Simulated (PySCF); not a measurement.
FGeH₇Si₂, SMILES F[SiH2][SiH2][GeH3].

Geometry optimised at r2SCAN-D4/def2-SVP. The structure was generated by enumeration, and PubChem lists no compound with its InChIKey, so it may never have been made. Other conformers were not sampled.

Two levels are set side by side: TDA-PBE/def2-SVPD (PySCF) and TDA-M06-2X/def2-SVPD (PySCF). Vertical, same geometry. The lowest singlet is HOMO→LUMO 92 % with PBE and HOMO→LUMO 81 % with the other functional; states are paired by order. Differences are taken from unrounded values.

```json
[
 {"quantity": "lowest singlet excitation (eV)", "TDA-M06-2X": "6.15"},
 {"quantity": "lowest triplet excitation (TDA) (eV)", "TDA-M06-2X": "5.48"},
 {"quantity": "first bright state (f over 0.05) (eV)", "TDA-M06-2X": "6.15"},
 {"quantity": "its oscillator strength", "TDA-M06-2X": "0.07"}
]
```

### Question
What does TDA-PBE give, and how far is it from TDA-M06-2X? (Estimate from the structure and the level; the computed values follow.)

### Answer

| quantity | TDA-PBE | TDA-PBE minus TDA-M06-2X |
|---|---|---|
| lowest singlet excitation (eV) | 5.67 | -0.48 |
| lowest triplet excitation (TDA) (eV) | 4.93 | -0.54 |
| first bright state (f over 0.05) (eV) | 5.67 | -0.48 |
| its oscillator strength | 0.08 | 0.01 |

Functionals without exact exchange tend to place singlet excitations lower, as here. Differences between two approximate levels are no errors against the true value.

Rough cost on one machine, each run with all the roots and properties that it gave: TDA-M06-2X against TDA-PBE about 8 times.
